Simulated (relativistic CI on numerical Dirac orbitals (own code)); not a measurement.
What each ingredient does to the levels of Gd52+

Base calculation: Dirac-Coulomb-Breit CI, separate exchange-only KLI orbitals for each configuration, model QED, unscaled Slater integrals.

Configuration list (outside the closed core [Ne]): 3s2, 3s 3p, 3p2, 3s 3d, 3d2, 3p 3d, 3p 4s, 3d 4s, 3s 4s, 3s 4p, 3s 4d, 3s 4f, 3s 5s, 3s 5p, 3s 5d, 4s2, 3s 5f, 3s 5g, 3s 6s, 3s 6p, 3s 6d. Levels of other configurations are missing.

Variants: (1) P86 correlation estimate; (2) Breit term removed; (3) only the first 3 configurations. Shifts of the energy above 3s2 1S_0, in eV, for the lowest level and the first level of each name with at least 55 % of one term (blank where a level changes its place among those of its configuration and J or its character, or is not in the variant):

```tsv
Level	Base	Δ(1)	Δ(2)	Δ(3)
3s2 1S_0	0.000	0.000	0.000	0.000
3s 3p 3P°_0	111.076	+0.172	-2.498	+0.190
3s 3p 3P°_1	123.508	+0.172	-2.260	+0.926
3p2 3P_0	267.209	+0.323	-4.994	+1.106
3s 3p 3P°_2	297.347	+0.172	+0.010	+0.313
3s 3p 1P°_1	329.402	+0.172	-0.116	+2.876
3p2 1D_2	440.580	+0.287	-1.867	+10.102
3p2 3P_1	441.825	+0.325	-2.656	+0.363
3s 3d 3D_1	476.552	+0.058	+0.788	
3s 3d 3D_2	485.055	+0.079	+0.877	
3s 3d 3D_3	518.780	+0.057	+2.416	
3s 3d 1D_2	533.785	+0.081	+1.850	
3p 3d 3F°_2	596.646	+0.175	-1.469	
3p2 3P_2	636.105	+0.317	-0.100	-2.577
```

At this charge energies of transitions that change n are usually good to better than 1 %, and those within a shell (Δn = 0) to a few per cent.

Ionisation energy from the two ground configurations alone: base 4913.96 eV; P86 correlation estimate 4915.01 eV; Breit term removed 4917.67 eV. The NIST ASD value (theoretical) is 4914 eV.

LS names give the leading component of a level, which can be under half, so a name can repeat, a term be missing and a line seem to break the LS rules.
